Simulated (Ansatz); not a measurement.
**Energy profile**

The step: SiH₄O ([OH][SiH3]) + NH₃ + NH₃ → SiNH₅ ([NH2][SiH3]) + H₂O + NH₃; bonds formed: Si1–N7, O2–H8, H6–N9; bonds broken: Si1–O2, H6–N7, H8–N9 (atoms numbered as in the saddle structure below).

```csv
atom,x (Å),y (Å),z (Å)
Si1,0.5028,1.2000,-0.1456
O2,0.2637,0.4683,1.5215
H3,0.7374,2.6768,-0.3328
H4,2.0035,0.8476,0.0576
H5,-1.0442,1.3146,-0.1158
H6,-0.5985,-1.2268,-0.3690
N7,0.3731,0.0421,-1.5015
H8,-0.4149,-0.5551,1.2108
N9,-1.0078,-1.4265,0.5711
H10,1.1380,0.2315,1.8544
H11,-0.3488,0.2524,-2.1798
H12,1.2351,-0.1975,-1.9740
H13,-0.8355,-2.3840,0.8522
H14,-2.0040,-1.2434,0.5509
```

Electronic energies by CCSD(T) at an estimated basis limit (MP2 extrapolated from triple and quadruple zeta, plus CCSD(T) − MP2 in triple zeta), on PBE0-D4/def2-TZVP structures; SiN2H10O, singlet; no counterpoise correction. Program: Ansatz 0.2.0. Basis: def2-TZVPP and def2-QZVPP. Cores are frozen in the correlated methods. Extrapolation: Hartree–Fock as exp(−7.88 √X), correlation as X^−2.97.

(1) Give the profile in kcal/mol, counted from the separated reactants. (To be estimated.)

The T1 diagnostic stays at or below 0.011.

Results:

(1) Computed:
```tsv
point	kcal/mol
separated: SiH4O (linked as [OH][SiH3]; Si1, O2, H3, H4, H5, H10; singlet) + NH3 (H6, N7, H11, H12; singlet) + NH3 (H8, N9, H13, H14; singlet)	0.00
start structure	-8.54
saddle	20.65
end structure	0.02
separated: SiNH5 (linked as [NH2][SiH3]; Si1, H3, H4, H5, N7, H11, H12; singlet) + H2O (O2, H8, H10; singlet) + NH3 (H6, N9, H13, H14; singlet)	9.78
```

For scale, one of the runs: CCSD(T)/def2-TZVPP, 275 basis functions, launched by `ansatz run in.yaml --threads 8 --pin off --events-out ev --progress --plain --max-ram 19148MiB`. Hardware: 8 CPU threads of a Oxide Virtual Turin-like, shared host. Wall time 68 s; peak host memory 7.7 GiB.
